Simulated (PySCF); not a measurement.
How methods differ on the ionisation energy of Rb

Rb [Kr] 5s1 (2S) → Rb⁺ [Kr] (1S), as a difference of total energies. Calculation: PySCF 2.14, in x2c-QZVPPall; the spin-free X2C one-electron Hamiltonian (Gaussian nucleus). Correlated levels: valence and next inner shell: [Ar] 3d10 frozen. The calculations carry no spin-orbit coupling.

```tsv
method	ionisation energy (eV)	error (eV)
UHF	3.800	-0.377
LDA	4.407	+0.230
PBE	4.285	+0.108
PBE0	4.202	+0.025
r2SCAN	4.081	-0.096
B97-3	4.011	-0.166
M06	3.875	-0.302
CAM-B3LYP	4.259	+0.082
MP2 (valence and next inner shell)	4.126	-0.051
SCS-MP2 (valence and next inner shell)	4.062	-0.115
```

Reference: 4.177 eV (measured; NIST Atomic Spectra Database, ionization energies).

Errors of the correlated levels include the incompleteness of this basis and the frozen core.
